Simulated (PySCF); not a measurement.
C2H4N2Si.
Structure used (PBE0-D3(BJ)/def2-SVP), in Å, numbered top down from 1:
```
atom  x, y, z in Å
N1     3.5150    0.0980    0.1086
C2     2.3766   -0.1022    0.0339
C3     0.9570   -0.3921   -0.0395
N4     0.1496    0.4192   -0.5740
Si5   -1.5887    0.1521   -0.7134
H6     0.6794   -1.3683    0.4108
H7    -2.2649    1.2810   -0.0181
H8    -1.9952   -1.1549   -0.1013
H9    -1.9203    0.1672   -2.1645
```

Theory: delta-SCF UKS SCAN, pcX-2 on the ionised atom, pcseg-1 elsewhere, spin-free X2C (PySCF). These are vertical core ionisation energies against the vacuum level, from separate self-consistent calculations with and without the core hole.

Some binding energies are withheld.

```csv
atom(s),bonded to,level,binding energy (eV)
C2,N (triple bond) and C,C 1s,292.66
C3,"N (double bond), C and H",C 1s,?
N1,C (triple bond),N 1s,?
N4,C (double bond) and Si,N 1s,?
Si5,N and 3 H,Si 1s,1847.52
Si5,N and 3 H,Si 2p3/2,107.68
```

(1) Fill in N 1s for N1.

(2) What is the C 1s binding energy of C3?

(3) What is the N 1s binding energy of N4?

Results:

(1) 405.59 eV (nitrile nitrogen).

(2) 293.69 eV (C=N carbon). The other listed C 1s value is that of C2; the shift against it is +1.03 eV.

(3) 405.22 eV (C=N nitrogen).

Lowest listed C 1s: C2, bonded to N (triple bond) and C. Highest, 1.03 eV above it: C3, bonded to N (double bond), C and H.

**Question.** Which photon wavelength matches the C 1s of C2 threshold?

**Answer.** λ = hc/E = 12398.42 eV Å / 292.66 eV = 42.365 Å.

Spin contamination (⟨S²⟩ against 0.75 for a pure doublet) is marked for C 1s of C2 (0.86), which makes this value less certain. The 2p values add to the ΔSCF energy of one spin-free hole a correction within the shell (spin–orbit coupling, ligand field). 2p1/2 minus 2p3/2 (ligand field included): Si 0.62 eV. Isolated species at its PBE0-D3(BJ)/def2-SVP geometry, gas phase.

On an x86-64 server with one thread, no GPU (shared host), this took 29 s.
